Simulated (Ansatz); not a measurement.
Level of theory: PBE-D3(BJ)/def2-SVP (Ansatz, a quantum-chemistry and plane-wave program). No frequencies were computed at this level.

Ansatz 0.2 input:
```yaml
crystal:
  periodic: [false, false, false]
  atoms:
    - { symbol: Ga, position_ang: [0.024857, 0.052383, 0.078153] }
    - { symbol: F, position_ang: [-1.571091, -0.388024, 0.57167] }
    - { symbol: F, position_ang: [0.191293, 1.291228, -1.114379] }
    - { symbol: F, position_ang: [1.26405, -1.147135, 0.178765] }
    - { symbol: C, position_ang: [1.191566, 2.511128, 3.746501] }
    - { symbol: C, position_ang: [0.829902, 1.748946, 2.60934] }
    - { symbol: N, position_ang: [0.537293, 1.132312, 1.689372] }
    - { symbol: H, position_ang: [0.485616, 3.332884, 3.872861] }
    - { symbol: H, position_ang: [2.196458, 2.912715, 3.610358] }
    - { symbol: H, position_ang: [1.171173, 1.874808, 4.632106] }
basis:
  gaussian: { orbitals: def2-svp }
hamiltonian:
  xc: pbe
  dispersion: d3bj
relax:
  max_steps: 150
```

Output:

```
Functional definition: PBE
1461 factors; their error is unknown
mean field evaluation 1: about -64096.9000 eV, gradient 8.4e1 eV
mean field evaluation 2: about -64063.1535 eV, gradient 1.7e2 eV
mean field evaluation 4: about -64108.6311 eV, gradient 1.4e1 eV
mean field evaluation 8: about -64109.0207 eV, gradient 2.3e-1 eV
mean field evaluation 16: about -64108.9475 eV, gradient 3.3e-4 eV
mean field -64108.94749433 eV, -2355.9603658113 hartree, gradient 2.4e-5 eV, S^2 0.000000; 0 other end points of the search recorded, 0 dependent functions left out
reference -64108.94754367 eV, -2355.9603676244 hartree; 40, 40 occupied and 91, 91 virtual orbitals, 1461 factors
relax step   1: F+E_penalty+E_count = -64109.11892229 eV  Δ(F+E_penalty+E_count) = +0.000e0 eV  max|allowed force component| = 1.204e0 eV/Å  Δτ_max = 0.0000 Å  (27 SCF iters, accepted)
these checks for a lower state are left out or cut short: starts, cluster_reference, orbital_swaps, neighbouring_geometries, increment
1461 factors; their error is unknown
mean field -64109.09558962 eV, -2355.9658082127 hartree, gradient 1.6e-5 eV, S^2 0.000000; 0 other end points of the search recorded, 0 dependent functions left out
reference -64109.09563940 eV, -2355.9658100423 hartree; 40, 40 occupied and 91, 91 virtual orbitals, 1461 factors
relax step   2: F+E_penalty+E_count = -64109.26321695 eV  Δ(F+E_penalty+E_count) = -1.443e-1 eV  max|allowed force component| = 4.425e-1 eV/Å  Δτ_max = 0.1074 Å  (30 SCF iters, accepted)
these checks for a lower state are left out or cut short: starts, cluster_reference, orbital_swaps, neighbouring_geometries, increment
1461 factors; their error is unknown
mean field evaluation 32: about -64109.1176 eV, gradient 9.1e-6 eV
mean field -64109.11756662 eV, -2355.9666158527 hartree, gradient 9.1e-6 eV, S^2 0.000000; 0 other end points of the search recorded, 0 dependent functions left out
reference -64109.11761661 eV, -2355.9666176896 hartree; 40, 40 occupied and 91, 91 virtual orbitals, 1461 factors
relax step   3: F+E_penalty+E_count = -64109.28445784 eV  Δ(F+E_penalty+E_count) = -2.124e-2 eV  max|allowed force component| = 1.224e-1 eV/Å  Δτ_max = 0.0281 Å  (30 SCF iters, accepted)
these checks for a lower state are left out or cut short: starts, cluster_reference, orbital_swaps, neighbouring_geometries, increment
1461 factors; their error is unknown
mean field -64109.11903896 eV, -2355.9666699601 hartree, gradient 7.6e-6 eV, S^2 0.000000; 0 other end points of the search recorded, 0 dependent functions left out
reference -64109.11908903 eV, -2355.9666718004 hartree; 40, 40 occupied and 91, 91 virtual orbitals, 1461 factors
relax step   4: F+E_penalty+E_count = -64109.28550555 eV  Δ(F+E_penalty+E_count) = -1.048e-3 eV  max|allowed force component| = 4.455e-2 eV/Å  Δτ_max = 0.0114 Å  (31 SCF iters, accepted)
these checks for a lower state are left out or cut short: starts, cluster_reference, orbital_swaps, neighbouring_geometries, increment
1461 factors; their error is unknown
mean field -64109.11575883 eV, -2355.9665494175 hartree, gradient 8.2e-6 eV, S^2 0.000000; 0 other end points of the search recorded, 0 dependent functions left out
reference -64109.11580891 eV, -2355.9665512582 hartree; 40, 40 occupied and 91, 91 virtual orbitals, 1461 factors
relax step   5: F+E_penalty+E_count = -64109.28208891 eV  Δ(F+E_penalty+E_count) = +3.417e-3 eV  max|allowed force component| = 5.936e-1 eV/Å  Δτ_max = 0.0100 Å  (31 SCF iters, rejected (line search))
these checks for a lower state are left out or cut short: starts, cluster_reference, orbital_swaps, neighbouring_geometries, increment
1461 factors; their error is unknown
mean field -64109.11925077 eV, -2355.9666777438 hartree, gradient 7.6e-6 eV, S^2 0.000000; 0 other end points of the search recorded, 0 dependent functions left out
reference -64109.11930088 eV, -2355.9666795855 hartree; 40, 40 occupied and 91, 91 virtual orbitals, 1461 factors
relax step   6: F+E_penalty+E_count = -64109.28565984 eV  Δ(F+E_penalty+E_count) = -1.543e-4 eV  max|allowed force component| = 1.124e-2 eV/Å  Δτ_max = 0.0049 Å  (31 SCF iters, accepted)
these checks for a lower state are left out or cut short: starts, cluster_reference, orbital_swaps, neighbouring_geometries, increment
1461 factors; their error is unknown
mean field -64109.11926064 eV, -2355.9666781068 hartree, gradient 4.3e-5 eV, S^2 0.000000; 0 other end points of the search recorded, 0 dependent functions left out
reference -64109.11931076 eV, -2355.9666799485 hartree; 40, 40 occupied and 91, 91 virtual orbitals, 1461 factors
relax step   7: F+E_penalty+E_count = -64109.28566289 eV  Δ(F+E_penalty+E_count) = -3.046e-6 eV  max|allowed force component| = 2.733e-4 eV/Å  Δτ_max = 0.0005 Å  (19 SCF iters, accepted)
these checks for a lower state are left out or cut short: starts, cluster_reference, orbital_swaps, neighbouring_geometries, increment
1461 factors; their error is unknown
mean field evaluation 64: about -64109.1192 eV, gradient 8.7e-6 eV
mean field -64109.11916781 eV, -2355.9666746954 hartree, gradient 8.7e-6 eV, S^2 0.000000; 0 other end points of the search recorded, 0 dependent functions left out
reference -64109.11921792 eV, -2355.9666765369 hartree; 40, 40 occupied and 91, 91 virtual orbitals, 1461 factors
relax step   8: F+E_penalty+E_count = -64109.28556736 eV  Δ(F+E_penalty+E_count) = +9.553e-5 eV  max|allowed force component| = 1.223e-2 eV/Å  Δτ_max = 0.0248 Å  (30 SCF iters, rejected (line search))
relax step   9: F+E_penalty+E_count = -64109.28566289 eV  Δ(F+E_penalty+E_count) = +0.000e0 eV  max|allowed force component| = 2.733e-4 eV/Å  Δτ_max = 0.0000 Å  (19 SCF iters, accepted)
1461 factors; their error is unknown
mean field -64109.11926064 eV, -2355.9666781068 hartree, gradient 4.3e-5 eV, S^2 0.000000; 1 other end points of the search recorded, 0 dependent functions left out
reference -64109.11931076 eV, -2355.9666799485 hartree; 40, 40 occupied and 91, 91 virtual orbitals, 1461 factors
Total energy: -64109.28571300 eV, -2355.9727951182 hartree
Atom 0 at     0.011029     0.023130     0.034462 Å, force     0.000010     0.000006     0.000003 eV/Å
Atom 1 at    -1.627236    -0.452421     0.495760 Å, force     0.000088     0.000017    -0.000061 eV/Å
Atom 2 at     0.167616     1.256559    -1.221317 Å, force    -0.000032    -0.000135     0.000020 eV/Å
Atom 3 at     1.259191    -1.226344     0.095713 Å, force    -0.000121     0.000033    -0.000063 eV/Å
Atom 4 at     1.209825     2.549705     3.804096 Å, force     0.000098     0.000191     0.000273 eV/Å
Atom 5 at     0.840187     1.770393     2.641248 Å, force    -0.000146    -0.000200    -0.000241 eV/Å
Atom 6 at     0.543196     1.144261     1.706987 Å, force     0.000112     0.000067     0.000019 eV/Å
Atom 7 at     0.495532     3.386184     3.938462 Å, force    -0.000069     0.000040     0.000010 eV/Å
Atom 8 at     2.230084     2.961436     3.671752 Å, force     0.000055     0.000039    -0.000012 eV/Å
Atom 9 at     1.191693     1.908340     4.707583 Å, force     0.000005    -0.000058     0.000053 eV/Å
Dipole moment:     0.506149     1.066566     1.591233 e Å
```

Cost: about 40 core-seconds (a rough figure).
